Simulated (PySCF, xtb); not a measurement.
Au(Cl)(SMe2) cation (C₂H₆AuClS), SMILES C[S](C)->[Au][Cl] (connectivity only; charge and spin as stated), charge +1, multiplicity 2.

Harmonic wavenumbers (cm⁻¹) from GFN2-xTB run with xtb at its own minimum, in rising order: 27, 41, 122, 128, 148, 172, 220, 255, 264, 703, 733, 885, 912, 935, 995, 1315, 1319, 1388, 1402, 1404, 1413, 3026, 3028, 3039, 3039, 3060, 3062.

Q: What does B3LYP-D3(BJ)/def2-SVP in PySCF give at its own minimum? (Estimate from the structure and the level; the computed values follow.)

A: 55, 65, 156, 161, 169, 185, 236, 307, 341, 654, 712, 919, 951, 962, 1050, 1320, 1344, 1419, 1423, 1433, 1437, 3051, 3053, 3172, 3173, 3186, 3187. Paired by order, the mean absolute difference is 45 cm⁻¹ and the zero-point energies are 47.2 and 48.8 kcal/mol.
